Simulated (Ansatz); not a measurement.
Mulliken charges of C2H3AlO2, SMILES `O=[C]1[CH2][Al]1[OH]` from B3LYP/def2-TZVPP in Ansatz (PBE0-D4/def2-TZVP geometry).

| atom | x (Å) | y (Å) | z (Å) | charge (e) |
| --- | --- | --- | --- | --- |
| O1 | 1.293 | -1.484 | 1.597 | -0.230 |
| C2 | 0.647 | -0.666 | 1.025 | 0.003 |
| C3 | 1.044 | 0.458 | 0.133 | -0.178 |
| Al4 | -0.738 | -0.228 | -0.315 | 0.362 |
| O5 | -1.927 | 0.073 | -1.470 | -0.345 |
| H6 | 0.514 | 1.358 | 0.510 | 0.121 |
| H7 | 2.092 | 0.668 | -0.088 | 0.090 |
| H8 | -2.831 | -0.235 | -1.449 | 0.176 |

Question: By hand: the dipole of these point charges (1 e Å = 4.8032 D).

Answer: Σ q r = (-0.331, 0.333, -0.196) e Å, of length 0.509 e Å = 2.44 D.

Question: How does the dipole of the full density compare? (Best estimate.)

Answer: Computed: (-0.528, 0.281, -0.319) e Å, 3.26 D; the point charges give 0.75 times that, at 16° from its direction.

Point charges leave out the atoms' own dipoles, such as those of lone pairs, and Mulliken's split depends on the basis, so the two needn't agree.

B3LYP here is the variant with VWN-RPA as its local correlation; programs differ in this.
